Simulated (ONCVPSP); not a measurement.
**Which setting gave this result? (tantalum, ONCV)**

Base potential:

Ta (Z = 73), optimised norm-conserving Vanderbilt (ONCV), made with ONCVPSP 4.0.1 (LDA (Perdew-Wang 92), scalar-relativistic). Core [Kr] 4d10 4f14, reference 5s2 5p6 5d3 6s2. Waves: 5s+6s: rc 1.70 bohr, ncon 4, nbas 8, qcut 8.6 1/bohr, 2 projectors; 5p: rc 1.85 bohr, ncon 3, nbas 6, qcut 6.6 1/bohr, 1 projector; 5d: rc 2.55 bohr, ncon 4, nbas 9, qcut 6.4 1/bohr, 1 projector. Local part: polynomial inside 1.40 bohr (lpopt 5, dvloc0 0 Ha). Core correction: Teter function, fcfact 4.25, rcfact 1.5.

Cutoffs, loose and tight: the cutoffs (Ha) at which the residual kinetic energy of the hardest occupied pseudo-wave falls to 1 and 0.1 mHa per electron. They do not see the model core or the augmentation charge, which bear on the density cutoff. Test errors are all-electron minus pseudo excitation energies from the reference, over the configurations 5s2 5p6 5d3 6s1; 5s2 5p6 5d3 6s0; 5s2 5p6 5d2 6s0; 5s1 5p6 5d3 6s2; variants that change the core or the reference have their own tests.

Only the rcfact is moved:

```tsv
rcfact	cutoff, loose	cutoff, tight	bound ghosts	largest test error (meV)	median size of the test errors
1.04	23 Ha	27 Ha	none	-264	4.6 meV
1.22	23 Ha	27 Ha	none	-275	4.9 meV
1.46	23 Ha	27 Ha	none	-288	8.0 meV
1.84	23 Ha	27 Ha	none	-305	54.9 meV
1.96	23 Ha	27 Ha	none	-307	99.9 meV
```

One more run gave cutoff, loose: 23 Ha; cutoff, tight: 27 Ha; bound ghosts: none; largest test error (meV): -297; median size of the test errors: 14.8 meV. Which value of the rcfact was used?

1.6. The median size of the test errors moves one way along this sweep, from 4.6 meV at 1.04 to 99.9 meV at 1.96, which places the run between 1.46 and 1.84.
